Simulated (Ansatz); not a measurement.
Geometry optimisation, RKS PBE-D4/STO-3G (Ansatz).

The input (input.yaml):

```yaml
crystal:
  periodic: [false, false, false]
  atoms:
    - { symbol: Si, position_ang: [0.0, 0.0, 0.0] }
    - { symbol: C, position_ang: [0.0, 0.0, 1.87] }
    - { symbol: H, position_ang: [-0.9996, -0.3092, 2.2405] }
    - { symbol: H, position_ang: [0.7676, -0.7111, 2.2405] }
    - { symbol: H, position_ang: [0.232, 1.0203, 2.2405] }
    - { symbol: O, position_ang: [1.5842, 0.0, -0.5594] }
    - { symbol: H, position_ang: [1.9006, -0.9521, -0.6761] }
    - { symbol: F, position_ang: [-0.7489, 1.2974, -0.5295] }
    - { symbol: F, position_ang: [-0.7489, -1.2974, -0.5295] }
basis:
  gaussian: { orbitals: STO-3G }
hamiltonian:
  xc: pbe
  dispersion: d4
relax:
  f_tol: 0.02
  max_steps: 40
output:
  orbitals: {}
```

Run as:

```bash
$ ansatz run input.yaml --threads 1 --pin off --max-ram 2048MiB --backend cpu --events-out ev --progress --plain --runs-dir out
```

Problem. Where does it end, and by what steps?

Solution. The forces met the threshold. The force dipped under the threshold on the way, but the program's further checks kept it going. Limits of this set-up: minimal basis. After 21 steps the energy has fallen by 0.268 eV; H7 moved furthest, 0.82 Å.

| step | energy less start (eV) | largest force component (eV/Å) | accepted |
| --- | --- | --- | --- |
| 0 | 0.0000 | 1.837 | yes |
| 1 | -0.1640 | 1.182 | yes |
| 2 | -0.2338 | 0.175 | yes |
| 3 | -0.2351 | 0.035 | yes |
| 4 | -0.2357 | 0.035 | yes |
| 5 | -0.2366 | 0.126 | yes |
| 6 | -0.2376 | 0.296 | yes |
| 7 | -0.2401 | 0.322 | yes |
| 8 | -0.2526 | 0.095 | yes |
| 9 | -0.2458 | 0.413 | no |
| 10 | -0.2554 | 0.065 | yes |
| 11 | -0.2599 | 0.073 | yes |
| 12 | -0.2632 | 0.074 | yes |
| 13 | -0.2646 | 0.156 | yes |
| 14 | -0.2657 | 0.157 | yes |
| 15 | -0.2670 | 0.045 | yes |
| 16 | -0.2674 | 0.010 | yes |
| 17 | -0.2673 | 0.127 | no |
| 18 | -0.2676 | 0.022 | yes |
| 19 | -0.2676 | 0.049 | yes |
| 20 | -0.2677 | 0.031 | yes |
| 21 | -0.2678 | 0.004 | yes |

```xyz
9
Properties=species:S:1:pos:R:3
Si -0.065 -0.074 -0.062
C 0.050 -0.066 1.831
H -0.952 -0.038 2.289
H 0.563 -0.967 2.207
H 0.607 0.814 2.192
O 1.474 -0.101 -0.841
H 2.109 -0.417 -0.090
F -0.842 1.254 -0.644
F -0.956 -1.357 -0.586
```

Whether the end is a true minimum wasn't checked by a vibrational analysis.

Run time: 19 s on 1 thread of AMD EPYC 9R45 96-Core Processor (Zen 5), on a shared host, peak memory 0.16 GiB.
